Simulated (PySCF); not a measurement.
PySCF 2.14 output of an unrestricted M06-2X calculation on a single atom or ion in pcseg-2, with no relativity, point nucleus:

```
SCF conv_tol = 1e-09
number electrons alpha = 15  beta = 11
    Y. Zhao and D. G. Truhlar.,  Theor. Chem. Acc. 120, 215 (2008)
    Y. Zhao and D. G. Truhlar.,  Theor. Chem. Acc. 120, 215 (2008)
cycle= 1 E= -1263.66300725599  delta_E= -0.00537  |g|= 0.042  |ddm|= 0.202
cycle= 2 E= -1263.66321833769  delta_E= -0.000211  |g|= 0.0377  |ddm|= 0.0727
cycle= 3 E= -1263.66357355515  delta_E= -0.000355  |g|= 0.00396  |ddm|= 0.0234
cycle= 4 E= -1263.66360930239  delta_E= -3.57e-05  |g|= 0.00157  |ddm|= 0.0152
cycle= 5 E= -1263.66362819445  delta_E= -1.89e-05  |g|= 0.00104  |ddm|= 0.00962
cycle= 6 E= -1263.66364102969  delta_E= -1.28e-05  |g|= 0.000276  |ddm|= 0.014
cycle= 7 E= -1263.66364143868  delta_E= -4.09e-07  |g|= 4.99e-05  |ddm|= 0.00298
cycle= 8 E= -1263.66364144069  delta_E= -2.01e-09  |g|= 9.5e-06  |ddm|= 9.84e-05
cycle= 9 E= -1263.66364144075  delta_E= -6.28e-11  |g|= 8.73e-07  |ddm|= 2.2e-05
converged SCF energy = -1263.66364144075  <S^2> = 6.0070567  2S+1 = 5.0028219
```

The run itself started from symmetry-adapted Hartree-Fock orbitals and held the occupation by maximum overlap, on a logarithmic radial grid, so the iterations belong to that start.

**Question.** Which element, charge and spin multiplicity is this?

**Answer.** Fe (iron, neutral), multiplicity 5; the state was [Ar] 3d6 4s2, high-spin 5D determinant.
